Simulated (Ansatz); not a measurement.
One change: `C[SiH](O)CS` becomes `C[SiH](N)O`.

Ansatz, PBE0-D4/def2-TZVP geometries, multiplicity 1. Each molecule was computed in one conformer, which needn't be the lowest.

```csv
property,`C[SiH](O)CS`
HOMO–LUMO gap (ωB97M-V/def2-TZVPP) / eV,11.15
LUMO energy (B3LYP/def2-TZVPP) / eV,-0.03
HOMO–LUMO gap (PBE0/def2-TZVPP) / eV,7.21
HOMO–LUMO gap (B3LYP/def2-TZVPP) / eV,6.71
size of the dipole moment (PBE/def2-TZVPP) / D,1.57
HOMO energy (PBE/def2-TZVPP) / eV,-5.75
```

(1) What does the change do to each property? (An estimate is asked.)

Results:

(1) Ansatz gave: 
```csv
property,`C[SiH](N)O`,shift
HOMO–LUMO gap (ωB97M-V/def2-TZVPP) / eV,12.09,0.94
LUMO energy (B3LYP/def2-TZVPP) / eV,0.51,0.54
HOMO–LUMO gap (PBE0/def2-TZVPP) / eV,8.32,1.11
HOMO–LUMO gap (B3LYP/def2-TZVPP) / eV,7.72,1.01
size of the dipole moment (PBE/def2-TZVPP) / D,2.12,0.55
HOMO energy (PBE/def2-TZVPP) / eV,-6.00,-0.25
```

With PBE0 the HOMO falls by 0.47 eV and the LUMO rises by 0.63 eV, so the gap widens by about 1.10 eV. PBE moves the HOMO by -0.25 eV and ωB97M-V by -0.65 eV. Dipoles are sizes alone; their direction can turn.

B3LYP here is the variant with VWN-RPA as its local correlation; programs differ in this.
